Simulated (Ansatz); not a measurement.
Correlation energies of C2H9ClSi2, SMILES `C[Si](C)([SiH3])Cl` by basis set

```xyz
14

C    -0.7081    0.5362    1.6445
Si    0.2435    0.3999    0.0460
C     1.6931   -0.7619    0.2151
Si   -1.1419   -0.1855   -1.7502
Cl    0.9958    2.2867   -0.4024
H    -1.5263    1.2532    1.5546
H    -0.0497    0.8661    2.4522
H    -1.1301   -0.4347    1.9191
H     2.3527   -0.4323    1.0219
H     2.2743   -0.8024   -0.7081
H     1.3442   -1.7723    0.4465
H    -1.7226   -1.5428   -1.5419
H    -0.3648   -0.1978   -3.0189
H    -2.2601    0.7876   -1.8785
```

Charge 0, multiplicity 1. The structure was optimised at the PBE0-D4/def2-TZVP level. Frozen core, restricted reference, Ansatz 0.2.0. CBS rows extrapolate triple and quadruple zeta; past MP2 they add the triple-zeta difference.

| basis | HF (Eh) | MP2 corr. |
| --- | --- | --- |
| def2-TZVPP | -1118.48318 | -0.79747 |
| def2-QZVPP | -1118.51759 | -0.85845 |

Q: Estimate the CCSD correlation energy and the (T) correction in each basis where they were run (hartree).

A: 
```csv
basis,CCSD corr.,(T)
def2-TZVPP,-0.87276,-0.03430
CBS(def2),-0.97892,as TZ
```
